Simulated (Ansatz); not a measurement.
Task: Name a neutral molecule of Cl, F, N, Si and H with LUMO energy (ωB97M-V/def2-TZVPP) between 1.85 and 2.15 eV and size of the dipole moment (PBE/def2-TZVPP) between 1.25 and 1.55 D (Ansatz, PBE0-D4/def2-TZVP geometry).

Result: `F[SiH](F)N[SiH](Cl)Cl` (1.90 eV, 1.28 D). Other molecules can fit too; these were computed, each in one conformer that needn't be the lowest.
